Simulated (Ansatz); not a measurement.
`[SiH3]/C=C\CCl` + CH₄ → `CC/C=C/[SiH3]` + HCl  (formal exchange of groups at a C–Cl bond)

Computed with Ansatz on PBE0-D4/def2-TZVP structures; ΔE is electronic, products minus reactants. CCSD(T)/CBS adds triple-zeta CCSD(T) − MP2 to the extrapolated MP2 energy (def2 sets, frozen cores). This one scheme is used for every species. Double bonds are as drawn, so ΔE can hold a change between cis and trans. DFT in def2-TZVPP. B3LYP here is the variant with VWN-RPA as its local correlation; programs differ in this. Each species was taken in one conformer, which may not be the lowest.

```json
{"level": "B3LYP-D4", "ΔE (kcal/mol)": "-3.5"}
{"level": "ωB97M-V", "ΔE (kcal/mol)": "-4.9"}
{"level": "HF/def2-QZVPP", "ΔE (kcal/mol)": "-5.8"}
{"level": "SCS-MP2/def2-QZVPP", "ΔE (kcal/mol)": "-5.1"}
```

Problem. What does CCSD(T)/CBS give? (Estimate.)

Solution. Ansatz gave: -5.1 kcal/mol. The listed levels differ from it by 1.6, 0.2, -0.7, 0.0 kcal/mol.

Largest T1 diagnostic among the species: 0.011.

From PBE to PBE0 (25 % exact exchange), in def2-TZVPP and without D4, ΔE moves by −1.1 kcal/mol.
